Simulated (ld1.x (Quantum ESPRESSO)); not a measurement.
## An all-electron radial function and its pseudo partner (tungsten (W))

Columns: radius, all-electron u(r) and pseudo u(r) of the 5s shell (level -79.29 eV) of tungsten in the configuration [Kr] 4d10 4f14 5s2 5p6 5d4 6s2 6p0; LDA (PZ), scalar-relativistic, TM semilocal scheme, ld1.x (Quantum ESPRESSO) 7.5.

| r (bohr) | all-electron | pseudo |
| --- | --- | --- |
| 0.098 | 0.1252 | 0.0608 |
| 0.195 | 0.2453 | 0.1284 |
| 0.292 | -0.4600 | 0.2111 |
| 0.390 | -0.5967 | 0.3186 |
| 0.488 | -0.2247 | 0.4569 |
| 0.585 | 0.2767 | 0.6243 |
| 0.682 | 0.7002 | 0.8085 |
| 0.780 | 0.9814 | 0.9811 |
| 0.878 | 1.1215 | 1.1011 |
| 0.975 | 1.1526 | 1.1424 |
| 1.072 | 1.1114 | 1.1095 |
| 1.170 | 1.0256 | 1.0256 |
| 1.268 | 0.9177 | 0.9177 |
| 1.365 | 0.8038 | 0.8038 |
| 1.463 | 0.6912 | 0.6912 |
| 1.560 | 0.5874 | 0.5874 |
| 1.658 | 0.4933 | 0.4933 |
| 1.755 | 0.4115 | 0.4115 |
| 1.852 | 0.3409 | 0.3409 |
| 1.950 | 0.2804 | 0.2804 |
| 2.047 | 0.2299 | 0.2299 |
| 2.145 | 0.1875 | 0.1875 |
| 2.242 | 0.1526 | 0.1526 |
| 2.340 | 0.1237 | 0.1237 |
| 2.438 | 0.1000 | 0.1000 |
| 2.535 | 0.0808 | 0.0808 |

Task: How many radial nodes do the two functions have?

Result: The all-electron 5s function has n − l − 1 = 4 (the table is too coarse to show those close to the nucleus); the pseudo-wave has 0, since the states of the same l below it are removed with the core.

Task: At about which radius was the pseudo-wave matched?

Result: 1.25 bohr, where the columns begin to agree (steps of 0.10 bohr).

Task: Is the pseudo-wave norm-conserving?

Result: Yes: the TM semilocal scheme keeps the norm inside the radius equal to the all-electron one, which fixes the energy derivative of the logarithmic derivative at the level.
